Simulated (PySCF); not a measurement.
ECD: `C[C@@H]1[C@@H](F)[C@H]2CC[C@@H]12`, C$_{7}$H$_{11}$F

Cartesian coordinates in Å; atom numbers follow the order of the lines, from 1:
```xyz
19

C    -2.312   -0.518   -0.097
C    -0.933    0.068   -0.336
C     0.060   -0.850   -1.072
F     0.481   -0.400   -2.301
C     1.065   -0.702    0.074
C     1.940    0.561   -0.001
C     0.956    1.306    0.919
C     0.018    0.095    0.881
H    -2.899    0.149    0.530
H    -2.834   -0.657   -1.041
H    -2.234   -1.482    0.403
H    -1.018    1.040   -0.826
H    -0.302   -1.871   -1.226
H     1.544   -1.611    0.428
H     2.937    0.433    0.413
H     2.025    0.971   -1.005
H     0.538    2.230    0.521
H     1.361    1.501    1.910
H    -0.404   -0.256    1.819
```

The calculation used TDDFT wB97X-D/def2-SVPD circular dichroism and optical rotation, one conformer, gas phase in PySCF 2.14.0. Geometry: GFN2-xTB.

Problem. What are the CIP labels of the stereocentres?

Solution. C2 S, C3 R, C5 S, C8 S.

Problem. Which excitations and rotatory strengths does the calculation give?

Solution. Rotatory strengths R in 10⁻⁴⁰ esu² cm², velocity form and length form (origin at the centre of mass); f in length form.
| state | E (eV) | λ (nm) | f | R (velocity) | R (length) | main |
| --- | --- | --- | --- | --- | --- | --- |
| 1 | 8.08 | 153 | 0.0004 | +2.7 | +2.6 | HOMO→LUMO 0.57, HOMO→LUMO+1 0.33 |
| 2 | 8.23 | 151 | 0.005 | -1.2 | -1.4 | HOMO−1→LUMO 0.54, HOMO−1→LUMO+1 0.26 |
| 3 | 8.30 | 149 | 0.001 | -8.5 | -9.3 | HOMO→LUMO+1 0.40, HOMO→LUMO 0.26 |
| 4 | 8.43 | 147 | 0.003 | -1.0 | -1.0 | HOMO−1→LUMO+1 0.46, HOMO−1→LUMO 0.30 |
| 5 | 8.62 | 144 | 0.050 | +15.2 | +15.4 | HOMO→LUMO+2 0.73 |
| 6 | 8.71 | 142 | 0.016 | +0.4 | +0.8 | HOMO−1→LUMO+2 0.66, HOMO→LUMO+2 0.10 |
| 7 | 8.80 | 141 | 0.003 | -9.2 | -8.0 | HOMO−2→LUMO+1 0.35, HOMO−2→LUMO 0.22 |
| 8 | 8.92 | 139 | 0.020 | +2.0 | +1.6 | HOMO→LUMO+3 0.53, HOMO−2→LUMO+1 0.10 |
| 9 | 8.99 | 138 | 0.031 | +8.1 | +7.9 | HOMO→LUMO+4 0.37, HOMO−3→LUMO 0.22 |
| 10 | 9.03 | 137 | 0.021 | -14.9 | -15.5 | HOMO−1→LUMO+3 0.44, HOMO−1→LUMO+4 0.28 |
| 11 | 9.06 | 137 | 0.004 | -12.0 | -13.0 | HOMO→LUMO+4 0.18, HOMO−3→LUMO 0.16 |
| 12 | 9.16 | 135 | 0.016 | +30.5 | +30.7 | HOMO−1→LUMO+4 0.32, HOMO−2→LUMO+1 0.18 |

Among the states computed, the strongest CD band (largest |R|) is state 12. The largest dissymmetry factor in size, g = 4R/(D+G), with D and G the electric and magnetic dipole strengths, is -0.094 for state 3 (velocity form, f = 0.001), among bands with |R| over 0.5. The mirror image has the same energies and oscillator strengths and all R with the opposite sign.
